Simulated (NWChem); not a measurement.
Everything below was run with NWChem. System: C2H3O2, charge 0, spin multiplicity 2, displaced from the optimised geometry. The structure started from a generated list of species. Its SCF solution wasn't tested for a lower state.

Input file:

```
start mol
memory heap 200 mb stack 900 mb global 1100 mb
geometry units angstroms nocenter noautoz noautosym
  C     -1.450397    -0.145347    -0.050006
  O     -0.141445    -0.774513    -0.395456
  C      0.982243    -0.109285    -0.076254
  O      1.155891     0.967368     0.480341
  H     -1.954604     0.168028    -1.010272
  H     -2.070415    -0.930903     0.469477
  H     -1.281627     0.747835     0.619274
end
basis spherical
  * library def2-tzvp
end
dft
  xc becke88 perdew86
  odft
  mult 2
  semidirect memsize 60000000 filesize 0
  iterations 100
  convergence nodiis damp 40
end
task dft gradient
```

The output up to the point where the run's verdict is printed (cleaned and shortened):

```
             Northwest Computational Chemistry Package (NWChem) 7.3.0
             --------------------------------------------------------

                                NWChem Input Module
                                -------------------

 Scaling coordinates for geometry "geometry" by  1.889725989
 (inverse scale =  0.529177249)

                             Geometry "geometry" -> ""
                             -------------------------

 Output coordinates in angstroms (scale by  1.889725989 to convert to a.u.)

  No.       Tag          Charge          X              Y              Z
 ---- ---------------- ---------- -------------- -------------- --------------
    1 C                    6.0000    -1.45039700    -0.14534700    -0.05000600
    2 O                    8.0000    -0.14144500    -0.77451300    -0.39545600
    3 C                    6.0000     0.98224300    -0.10928500    -0.07625400
    4 O                    8.0000     1.15589100     0.96736800     0.48034100
    5 H                    1.0000    -1.95460400     0.16802800    -1.01027200
    6 H                    1.0000    -2.07041500    -0.93090300     0.46947700
    7 H                    1.0000    -1.28162700     0.74783500     0.61927400

 Effective nuclear repulsion energy (a.u.)     110.3293125390

            Nuclear Dipole moment (a.u.)
            ----------------------------
        X                 Y               Z
 ---------------- ---------------- ----------------
    -0.0000037795     0.0000151178    -0.0000018897


 Summary of "ao basis" -> "" (spherical)
 ------------------------------------------------------------------------------
       Tag                 Description            Shells   Functions and Types
 ---------------- ------------------------------  ------  ---------------------
 *                         def2-tzvp                  on all atoms

  perdew86 is a nonlocal functional; adding perdew81 local functional.

                                 NWChem DFT Module
                                 -----------------

 Summary of "ao basis" -> "ao basis" (spherical)
[...]
 d= 0,ls=0.5         73   -145.3350840585  2.49D+01  4.60D-02              90.6
                                                     4.29D-02
 d= 0,ls=0.5         74   -170.1889519548 -2.49D+01  4.60D-02              91.9
                                                     4.29D-02
 d= 0,ls=0.5         75   -145.3350840585  2.49D+01  4.60D-02              93.1
                                                     4.29D-02
 d= 0,ls=0.5         76   -170.1889519548 -2.49D+01  4.60D-02              94.3
                                                     4.29D-02
 d= 0,ls=0.5         77   -145.3350840585  2.49D+01  4.60D-02              95.5
                                                     4.29D-02
 d= 0,ls=0.5         78   -170.1889519548 -2.49D+01  4.60D-02              96.7
                                                     4.29D-02
 d= 0,ls=0.5         79   -145.3350840585  2.49D+01  4.60D-02              97.9
                                                     4.29D-02
 d= 0,ls=0.5         80   -170.1889519548 -2.49D+01  4.60D-02              99.1
                                                     4.29D-02
 d= 0,ls=0.5         81   -145.3350840585  2.49D+01  4.60D-02             100.4
                                                     4.29D-02
 d= 0,ls=0.5         82   -170.1889519548 -2.49D+01  4.60D-02             101.6
                                                     4.29D-02
 d= 0,ls=0.5         83   -145.3350840585  2.49D+01  4.60D-02             102.8
                                                     4.29D-02
 d= 0,ls=0.5         84   -170.1889519548 -2.49D+01  4.60D-02             104.0
                                                     4.29D-02
 d= 0,ls=0.5         85   -145.3350840585  2.49D+01  4.60D-02             105.1
                                                     4.29D-02
 d= 0,ls=0.5         86   -170.1889519548 -2.49D+01  4.60D-02             106.3
                                                     4.29D-02
 d= 0,ls=0.5         87   -145.3350840585  2.49D+01  4.60D-02             107.5
                                                     4.29D-02
 d= 0,ls=0.5         88   -170.1889519548 -2.49D+01  4.60D-02             108.7
                                                     4.29D-02
 d= 0,ls=0.5         89   -145.3350840585  2.49D+01  4.60D-02             110.0
                                                     4.29D-02
 d= 0,ls=0.5         90   -170.1889519548 -2.49D+01  4.60D-02             111.2
                                                     4.29D-02
 d= 0,ls=0.5         91   -145.3350840585  2.49D+01  4.60D-02             112.4
                                                     4.29D-02
 d= 0,ls=0.5         92   -170.1889519548 -2.49D+01  4.60D-02             113.7
                                                     4.29D-02
 d= 0,ls=0.5         93   -145.3350840585  2.49D+01  4.60D-02             114.9
                                                     4.29D-02
 d= 0,ls=0.5         94   -170.1889519548 -2.49D+01  4.60D-02             116.1
                                                     4.29D-02
 d= 0,ls=0.5         95   -145.3350840585  2.49D+01  4.60D-02             117.3
                                                     4.29D-02
 d= 0,ls=0.5         96   -170.1889519548 -2.49D+01  4.60D-02             118.6
                                                     4.29D-02
 d= 0,ls=0.5         97   -145.3350840585  2.49D+01  4.60D-02             119.8
                                                     4.29D-02
 d= 0,ls=0.5         98   -170.1889519548 -2.49D+01  4.60D-02             121.1
                                                     4.29D-02
 d= 0,ls=0.5         99   -145.3350840585  2.49D+01  4.60D-02             122.3
                                                     4.29D-02
 d= 0,ls=0.5        100   -170.1889519548 -2.49D+01  4.60D-02             123.6
                                                     4.29D-02
```

Convergence was not reached. The next line reads: Calculation failed to converge. NWChem stopped with the message: dft gradient failed.
